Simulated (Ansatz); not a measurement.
Frontier orbitals of C₆H₁₂O, SMILES `CCC(C)C(C)=O`.

```tsv
atom	x (Å)	y (Å)	z (Å)
C1	0.1664	1.3156	-1.8701
C2	-0.3399	-0.0509	-1.4425
C3	0.1493	-0.4720	-0.0647
C4	-0.2520	-1.9123	0.2582
C5	-0.4161	0.4178	1.0313
C6	0.4747	0.6755	2.2151
O7	-1.5305	0.8750	0.9627
H8	-0.1872	2.0967	-1.1931
H9	1.2601	1.3474	-1.8831
H10	-0.1826	1.5694	-2.8731
H11	-1.4335	-0.0558	-1.4342
H12	-0.0233	-0.8088	-2.1668
H13	1.2438	-0.4018	-0.0284
H14	-1.3391	-2.0155	0.2285
H15	0.1774	-2.5977	-0.4757
H16	0.0910	-2.2237	1.2479
H17	-0.0913	1.1274	3.0278
H18	0.9588	-0.2445	2.5522
H19	1.2739	1.3581	1.9080
```

Charge 0, multiplicity 1. Geometry: relaxed with PBE0-D4/def2-TZVP. It is one conformer, not always the lowest. Basis def2-TZVPP, Ansatz 0.2.0.

Q: Compute the vertical ionisation energy as the energy of the cation minus that of the neutral molecule, at each level. (Best estimate.)

A: Computed: 
| level | IE (eV) | difference from CCSD(T)/CBS(def2) |
| --- | --- | --- |
| PBE-D4/def2-TZVPP | 8.92 | -0.59 |
| r2SCAN-D4/def2-TZVPP | 8.95 | -0.56 |
| PBE0-D4/def2-TZVPP | 9.15 | -0.36 |
| B3LYP-D4/def2-TZVPP | 9.24 | -0.27 |
| ωB97X-V/def2-TZVPP | 9.28 | -0.23 |
| ωB97M-V/def2-TZVPP | 9.29 | -0.23 |
| B2PLYP/def2-TZVPP | 9.29 | -0.22 |
| HF/def2-TZVPP | 8.05 | -1.47 |
| MP2/def2-TZVPP | 9.87 | 0.35 |
| CCSD/def2-TZVPP | 9.31 | -0.20 |
| CCSD(T)/def2-TZVPP | 9.35 | -0.16 |
| HF/def2-QZVPP | 8.04 | -1.47 |
| MP2/def2-QZVPP | 9.96 | 0.45 |
| HF/CBS(def2) | 8.04 | -1.47 |
| MP2/CBS(def2) | 10.03 | 0.52 |
| CCSD/CBS(def2) | 9.47 | -0.04 |
| CCSD(T)/CBS(def2) | 9.51 | 0.00 |

B3LYP here is the variant with VWN-RPA as its local correlation; programs differ in this.
